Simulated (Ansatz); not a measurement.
C7H9N can be A, `Cc1ccc(C)nc1`, or B, `Cc1ccncc1C`.

Computed with Ansatz on PBE0-D4/def2-TZVP structures; ΔE is electronic, products minus reactants. CCSD(T)/CBS adds triple-zeta CCSD(T) − MP2 to the extrapolated MP2 energy (def2 sets, frozen cores). Functionals use def2-TZVPP. B3LYP here is the variant with VWN-RPA as its local correlation; programs differ in this.

(1) Which is lower in electronic energy at CCSD(T)/CBS, and by how much? (An estimate is asked.)

(2) Give E(B) − E(A) in kJ/mol with HF/def2-TZVPP, B3LYP-D4, LDA (SPW92), r2SCAN-D4, PBE-D4, B3LYP, CCSD(T)/def2-SVP. (Best estimate.)

Largest T1 diagnostic: 0.011.

## Answers

(1) Computed: A, by 2.5 kJ/mol.

(2) Ansatz gave: HF/def2-TZVPP 6.8, B3LYP-D4 3.2, LDA (SPW92) 1.4, r2SCAN-D4 3.0, PBE-D4 2.7, B3LYP 5.9, CCSD(T)/def2-SVP 3.1. None reverses the order clearly.

In def2-TZVPP, CCSD(T) changes the Hartree–Fock value by −4.6 kJ/mol (the triples alone add −0.5 kJ/mol) and MP2 by −5.0 kJ/mol. Leaving LDA and LC-ωPBE aside and taking each functional with its dispersion term where it has one, the values, not all of them listed here, spread over 2.4 kJ/mol, from revPBE-D4 to B2PLYP.
